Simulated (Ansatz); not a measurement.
H₄W₂⁻. The state is a doublet with charge -1. Geometry r2SCAN-D4/def2-TZVPD; atoms count from 1.

```xyz
6

W     0.2156   -0.9297   -0.8276
W    -0.5037    0.8517    0.2844
H     0.6555    2.2569    0.1872
H    -0.1778   -2.1795    0.3376
H     1.8359   -0.3525   -1.1123
H    -2.0255    0.3531    1.1307
```

In the def2 sets W takes a core potential; there is no spin–orbit coupling. The charge -1 doublet is spin-contaminated (final ⟨S²⟩ up to 1.62, 0.75 for a pure state). The geometry of the doublet was relaxed on an unsound state (⟨S²⟩ 1.59, where a pure state has 0.75). Another isomer (doublet) lies 0.15 eV lower at PBE-D4/def2-TZVPD.

Question: Estimate the Mulliken populations from the PBE0/def2-TZVPD orbitals of Ansatz.

Answer: 
| atom | charge (e) | spin (α − β) | d electrons |
| --- | --- | --- | --- |
| W1 | 0.12 | -1.65 | 4.71 |
| W2 | 0.02 | 2.66 | 4.58 |
| H3 | -0.31 | -0.05 | – |
| H4 | -0.25 | 0.06 | – |
| H5 | -0.26 | 0.03 | – |
| H6 | -0.31 | -0.05 | – |
Mulliken values and Mayer orders depend strongly on the basis. With diffuse functions, as here, like atoms can get unlike values, and bond orders can come out too low or too high.

Question: Where does the spin sit?

Answer: Summed by element: W 1.01, H -0.01, of 1 unpaired in all. Largest on single atoms: W2 2.66, W1 -1.65, H4 0.06.

Question: And the Mayer bond orders between bonded heavy atoms (over 0.3)?

Answer: W1–W2 2.75 (2.22 Å).
